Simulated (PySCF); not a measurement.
C5H9FOSi: full NMR table

| Quantity | Value |
| --- | --- |
| Formula | C5H9FOSi |
| SMILES | CC[SiH2]/C(F)=C\C=O |
| Point group of the computed structure | C1 |
| Degrees of unsaturation | 2 |
| Carbon signals | 5 |
| Proton signals | 5 |

Atom-mapped SMILES (the numbers label the heavy atoms): `[CH3:1][CH2:2][SiH2:3]/[C:4]([F:5])=[CH:6]\[CH:7]=[O:8]` (H(Xn): hydrogen on atom n).

PySCF 2.14 calculation with GFN2-xTB structure and shieldings: GIAO PBE0/pcSseg-1; equivalent nuclei averaged, in vacuum, single conformer, no relativistic terms.

References, each an isolated molecule treated in the same way: TMS for 1H, 13C, 29Si; CFCl3 for 19F; 17O against H2O.

| carbon | δC, type | δH (multiplicity) | HMBC from (2–3 bonds) | span of the C tensor (ppm) |
| --- | --- | --- | --- | --- |
| C1 | 10.1, CH3 | 1.22 (m) | H(Si3), H(C2) | 19 |
| C2 | 4.4, CH2 | 1.22 (m) | H(Si3), H(C1) | 17 |
| C4 | 201.2, C | – | H(C7), H(C6), H(Si3), H(C2) | 207 |
| C6 | 133.9, CH | 6.43 (m) | H(C7), H(Si3) | 174 |
| C7 | 192.0, CH | 10.03 (m) | H(C6) | 196 |

Other nuclei:
```
 atoms  nucleus                          environment  δ (ppm)  σ (ppm)
H(Si3)       1H  hydrogen on a silicon bonded to 2 C     4.72    26.99
    F5      19F                     vinylic fluorine    -67.5    238.4
   Si3     29Si           silicon bonded to 2 C, 2 H    -50.5    399.7
    O8      17O                      aldehyde oxygen    704.3   -368.2
```

1. Carbon types of the structure: 1 × C, 2 × CH, 1 × CH2, 1 × CH3, leaving 2 H on heteroatoms.
2. δC 201.2: β carbon of a C=C–C=O unit; conjugation with the carbonyl draws π density from the β position.
3. δC 192.0: aldehyde carbonyl carbon; low-lying n→π* states of the double bond to the heteroatom give a large paramagnetic term (-260 ppm).
4. δC 133.9: α carbon of a C=C–C=O unit; as expected for a trigonal carbon in a double bond.
5. δC 10.1: methyl carbon; a saturated carbon with 1 carbon neighbour and no heteroatom attached.
6. δH 10.03: hydrogen on an aldehyde carbonyl carbon; the formyl region, downfield of aromatic protons.

Splittings by 19F in the carbon and heteronuclear signals aren't shown, as no couplings were computed. Shifts are as computed. Against solution values, carbons near 30 ppm lie about +3 ppm off and those near 130 ppm about +5 ppm. Of 1309 compounds with measured shifts, 239 miss one by over three times the rms of a fit or turn the order of signals round; such compounds aren't used in these exercises. Unscaled 19F shifts against computed CFCl3 carry errors that often reach 10 to 50 ppm. Unscaled 17O shifts of doubly bonded oxygen tend to come out too high, by tens of ppm or more. Experimental scales use liquid or dissolved standards, which lie at an offset from isolated H2O (liquid H2O: subtract about 36 ppm). Multiplicities follow the n + 1 count of equivalent neighbours, as no J values were calculated; m marks all less simple cases, F and P coupling included.
